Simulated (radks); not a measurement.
Values are calculated unless marked as measured or tabulated.
The sulfur ion S2+ inside a hard spherical wall (all orbitals vanish at R), configuration held at [Ne] 3s2 3p2 and not refilled when levels cross. Code: a radial shooting solver on a logarithmic mesh with Libxc functionals. Model: non-relativistic Kohn-Sham, PBE, spin-polarised, spherical densities, point nucleus; open shells are filled with parallel spins first. Eigenvalues in eV for spin up, with the zero of energy where the potential of the charges vanishes at infinity; a dash marks a level that is unbound or too diffuse for the functional's potential to be trusted. A positive occupied level is held by the wall or, in an anion where self-interaction has pushed it up, behind a barrier. The pressure on the wall is -dE/dV.

R (bohr)	E (hartree)	kinetic (hartree)	e(2s)	e(2p)	e(3s)	e(3p)	e(3d, empty)	e(4s, empty)	pressure (GPa)
free	-396.71029	396.250	-236.12	-182.32	-40.335	-29.014	-13.891	-12.006	0
20	-396.71029	396.250	-236.12	-182.32	-40.335	-29.014	-13.891	-12.006	< 0.0001
8	-396.71029	396.250	-236.12	-182.32	-40.335	-29.014	-13.885	-11.886	0.000202
7	-396.71026	396.251	-236.12	-182.32	-40.333	-29.012	-13.861	-11.598	0.00341
5	-396.70630	396.294	-235.94	-182.14	-40.222	-28.873	-13.320	-7.907	0.894
4	-396.66887	396.585	-234.93	-181.13	-39.550	-28.009	-11.565	0.810	13.9
2.5	-395.52245	401.658	-223.10	-169.12	-27.729	-13.829	5.740	71.072	992
